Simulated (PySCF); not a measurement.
Al(Cl)(H)(iPr) (C3H8AlCl), SMILES C[CH](C)[AlH][Cl].

Geometry: PBE0-D3(BJ)/def2-SVP. The values are those of a single conformer.

Two levels are set side by side: TDA-PBE/def2-SVPD (PySCF) and TDA-ωB97X/def2-SVPD (PySCF). Vertical, same geometry. The lowest singlet is HOMO→LUMO 100 % with PBE and HOMO→LUMO 95 % with the other functional; states are paired by order. Differences are taken from unrounded values.

```tsv
quantity	TDA-PBE
lowest singlet excitation (eV)	4.36
lowest triplet excitation (TDA) (eV)	4.05
first bright state (f over 0.05) (eV)	6.88
its oscillator strength	0.08
```

Q: These are the TDA-PBE values. What does TDA-ωB97X give? (The exact figures need the calculation; the answer reports its results.)

A: 
| quantity | TDA-ωB97X | TDA-PBE minus TDA-ωB97X |
|---|---|---|
| lowest singlet excitation (eV) | 5.24 | -0.88 |
| lowest triplet excitation (TDA) (eV) | 4.94 | -0.89 |
| first bright state (f over 0.05) (eV) | 6.95 | -0.07 |
| its oscillator strength | 0.08 | -0.01 |

Functionals without exact exchange tend to place singlet excitations lower, as here. Differences between two approximate levels are no errors against the true value.

Rough cost on one machine, each run with all the roots and properties that it gave: TDA-ωB97X against TDA-PBE about 4 times.
